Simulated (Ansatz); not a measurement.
Basis-set series for F3HSeZr (`[F][Zr]([F])([F])[SeH]`). Total charge 0; spin multiplicity 1. Zr takes the def2 core potential. Geometry: relaxed with PBE0-D4/def2-TZVP. It is one conformer, not always the lowest.

```json
{"functional": "PBE0-D4", "basis": "def2-TZVPP", "functions": "211", "energy (Eh)": "-2748.61070", "HOMO (eV)": "-7.71", "LUMO (eV)": "-1.95"}
{"functional": "PBE0-D4", "basis": "def2-QZVPP", "functions": "371", "energy (Eh)": "-2748.68080", "HOMO (eV)": "-7.71", "LUMO (eV)": "-1.93"}
{"functional": "ωB97M-V", "basis": "def2-TZVPP", "functions": "211", "energy (Eh)": "-2748.90005", "HOMO (eV)": "-9.80", "LUMO (eV)": "0.18"}
{"functional": "ωB97M-V", "basis": "def2-QZVPP", "functions": "371", "energy (Eh)": "-2748.96730", "HOMO (eV)": "-9.80", "LUMO (eV)": "0.14"}
```

Give the rows for def2-SVP. (Estimate.)

Ansatz gave: 
```json
{"functional": "PBE0-D4", "basis": "def2-SVP", "functions": "110", "energy (Eh)": "-2747.93353", "HOMO (eV)": "-7.65", "LUMO (eV)": "-1.92"}
{"functional": "ωB97M-V", "basis": "def2-SVP", "functions": "110", "energy (Eh)": "-2748.21657", "HOMO (eV)": "-9.71", "LUMO (eV)": "0.24"}
```

Positive LUMOs are unbound and depend on the basis. Scalar relativity is left out up to krypton.
